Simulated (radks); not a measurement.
Valence configurations of Tb (all share [Xe]). Calculated with a radial shooting solver on a logarithmic mesh with Libxc functionals: scalar-relativistic Kohn-Sham, LDA (Slater exchange, Perdew-Wang correlation), spin-unpolarised, spherical densities, finite nucleus; Fermi nuclear charge, rms radius 5.06 fm. Energies are relative to 4f9 6s2; eigenvalues in eV.

[
 {"valence": "4f9 6s2", "E (eV)": "0.000", "e(4f)": "-3.242", "e(5d)": "-", "e(6p)": "-", "e(6s)": "-3.852"},
 {"valence": "4f7 6s2 6p2", "E (eV)": "20.961", "e(4f)": "-23.058", "e(5d)": "-", "e(6p)": "-3.143", "e(6s)": "-7.359"},
 {"valence": "4f8 6s2 6p1", "E (eV)": "5.969", "e(4f)": "-12.430", "e(5d)": "-", "e(6p)": "-2.249", "e(6s)": "-5.678"},
 {"valence": "4f9 6s1 6p1", "E (eV)": "2.717", "e(4f)": "-4.652", "e(5d)": "-", "e(6p)": "-1.849", "e(6s)": "-4.666"},
 {"valence": "4f8 5d1 6s2", "E (eV)": "4.144", "e(4f)": "-9.175", "e(5d)": "-2.585", "e(6p)": "-", "e(6s)": "-4.337"},
 {"valence": "4f8.5 5d0.5 6s2", "E (eV)": "1.468", "e(4f)": "-6.105", "e(5d)": "-2.039", "e(6p)": "-", "e(6s)": "-4.127"},
 {"valence": "4f8.5 6s2 6p0.5", "E (eV)": "1.958", "e(4f)": "-7.610", "e(5d)": "-", "e(6p)": "-1.765", "e(6s)": "-4.787"},
 {"valence": "4f9 5d1 6s1", "E (eV)": "2.478", "e(4f)": "-2.404", "e(5d)": "-1.068", "e(6p)": "-", "e(6s)": "-3.615"},
 {"valence": "4f9 5d0.5 6s1.5", "E (eV)": "1.219", "e(4f)": "-2.747", "e(5d)": "-1.215", "e(6p)": "-", "e(6s)": "-3.701"}
]

NIST lists [Xe] 4f9 6s2 as the ground configuration; this level of theory agrees among the configurations tried. The energies are those of spherical spin-averaged densities, not of single terms. No valid solution was reached for [Xe] 4f11.
